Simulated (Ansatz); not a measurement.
A search over several starts for the lowest SCF solution of Hf2B2 at the given spin, in a small basis.

```yaml
crystal:
  periodic: [false, false, false]
  atoms:
    - {symbol: Hf, position_ang: [0.485689, -0.891694, -1.188649]}
    - {symbol: Hf, position_ang: [-1.462401, -0.107793, 0.541898]}
    - {symbol: B, position_ang: [0.726019, -0.073718, 0.850673]}
    - {symbol: B, position_ang: [0.250693, 1.073195, -0.203932]}
basis:
  gaussian: {orbitals: def2-SVP, initial_orbitals: start.molden}
magnetization: {spin_polarized: true, initial_magnetization: 4}
hamiltonian: {xc: pbe0, dispersion: d4}
output: {orbitals: {seedname: orbitals}}
```

The file start.molden holds the orbitals of an earlier run on this structure, at another level or in another basis.

```sh
$ ansatz run in.yaml --threads 4 --pin off --events-out ev --progress --plain --max-ram 3916MiB
```

Output, abridged:

```
Functional definition: PBE0
1002 factors; their error is unknown
mean field evaluation 1: about -3953.6206 eV, gradient 3.5e1 eV
mean field evaluation 2: about -3953.8140 eV, gradient 8.6e-1 eV
mean field evaluation 4: about -3954.0053 eV, gradient 1.5e-1 eV
mean field evaluation 8: about -3954.0055 eV, gradient 1.9e-5 eV
mean field evaluation 16: about -3953.6444 eV, gradient 4.9e0 eV
mean field evaluation 32: about -3954.0055 eV, gradient 2.9e-4 eV
mean field evaluation 64: about -3953.9879 eV, gradient 3.0e-1 eV
mean field -3954.00551605 eV, -145.3070225938 hartree, gradient 9.0e-6 eV, S^2 6.014056; 7 other end points of the search recorded, 0 dependent functions left out
reference -3954.00554579 eV, -145.3070236865 hartree; 19, 15 occupied and 73, 77 virtual orbitals, 1002 factors
Total energy: -3954.10498718 eV, -145.3106780901 hartree
```

Hardware: 4 threads of Arm Neoverse V1 on a shared host. Wall time 14 s.

Other converged states that the search met: 0.28 eV higher (⟨S²⟩ = 6.02).

In the def2 sets Hf takes a core potential; there is no spin–orbit coupling. At PBE0-D4/def2-TZVP a broken-symmetry singlet of charge 0 lies 0.21 eV below the quintet, each at its own geometry. The structure comes from a short search, and lower isomers may exist.
